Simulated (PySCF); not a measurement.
A side-by-side comparison of computed properties.

First species: C6H9F3O.
Geometry (PBE0-D3(BJ)/def2-SVP, Å), atoms numbered from 1 in this order:
```xyz
19
C6H9F3O angstrom
C     -2.594   -0.368    0.494
C     -1.501   -0.477   -0.566
C     -0.232    0.243   -0.206
C      0.879   -0.430    0.138
O      2.010    0.148    0.550
C      3.121   -0.695    0.719
C     -0.260    1.744   -0.148
F      0.819    2.309   -0.693
F     -0.346    2.201    1.111
F     -1.326    2.229   -0.805
H     -2.253   -0.788    1.453
H     -2.879    0.680    0.670
H     -3.498   -0.912    0.182
H     -1.257   -1.537   -0.741
H     -1.881   -0.085   -1.524
H      0.879   -1.528    0.103
H      3.933   -0.080    1.127
H      3.450   -1.128   -0.241
H      2.903   -1.513    1.428
```

Second species: [Cu(NH3)2]+ (charge +1 and singlet state).
SMILES: `[NH3]->[Cu+]<-[NH3]`

Levels: wB97X-D/def2-SVPD for HOMO energy, LUMO energy, HOMO–LUMO gap, static isotropic polarisability and electronic spatial extent ⟨r²⟩ about the centre of nuclear charge; TDDFT wB97X-D/def2-SVPD for lowest singlet excitation; TDA wB97X-D/def2-SVPD for lowest triplet excitation (Tamm–Dancoff); PBE0-D3(BJ)/def2-SVP for rotational constant A and rotational constant C. Geometries: PBE0-D3(BJ)/def2-SVP. Each species is one conformer at its optimised geometry, gas phase, non-relativistic unless stated; the electronic structure was computed with PySCF and density fitting.

Dipoles, sizes and rotational constants follow the conformer. The torsions of the flexible species, by atom-mapped SMILES:
- `[CH3:1][CH2:2]/[C:3](=[CH:4]/[O:5][CH3:6])[C:7]([F:8])([F:9])[F:10]`: C1–C2–C3–C4 108°, C3–C4–O5–C6 -173°, C2–C3–C7–F8 -138°

```csv
property,column X,column Y
HOMO energy,-13.74 eV,-8.72 eV
LUMO energy,-3.06 eV,1.57 eV
HOMO–LUMO gap,10.68 eV,10.29 eV
lowest singlet excitation,5.98 eV,6.29 eV
lowest triplet excitation (Tamm–Dancoff),4.93 eV,3.93 eV
static isotropic polarisability,34.4 au,83.2 au
electronic spatial extent ⟨r²⟩ about the centre of nuclear charge,353 bohr²,1598 bohr²
rotational constant A,93.818 GHz,1.722 GHz
rotational constant C,3.618 GHz,0.748 GHz
```

(1) Which column belongs to which species?

(2) How does each property change from the first species to the second?

Answers

(1) Column X is the second species and column Y the first. The first has 19 atoms and 80 electrons, the second 9 and 48; their charges are 0 and +1, their HOMO energies -8.72 eV and -13.74 eV.

(2) HOMO energy -5.02 eV; LUMO energy -4.63 eV; HOMO–LUMO gap +0.39 eV; lowest singlet excitation -0.31 eV; lowest triplet excitation (Tamm–Dancoff) +1.00 eV; static isotropic polarisability -48.8 au; electronic spatial extent ⟨r²⟩ about the centre of nuclear charge -1245 bohr²; rotational constant A +92.096 GHz; rotational constant C +2.870 GHz.

On the first: The principal polarisabilities are 66.7, 75.8 and 106.9 au; their mean is the isotropic value. In wavenumbers S1 is 50800 cm⁻¹ (1 eV = 8065.54 cm⁻¹).

On the second: The polarisability is 5.10 Å³ as a volume (1 au = 0.148185 Å³), or 0.72 au for each of the 48 electrons. The vertical singlet–triplet gap S1 − T1 is 1.05 eV (TDDFT singlet less Tamm–Dancoff triplet).
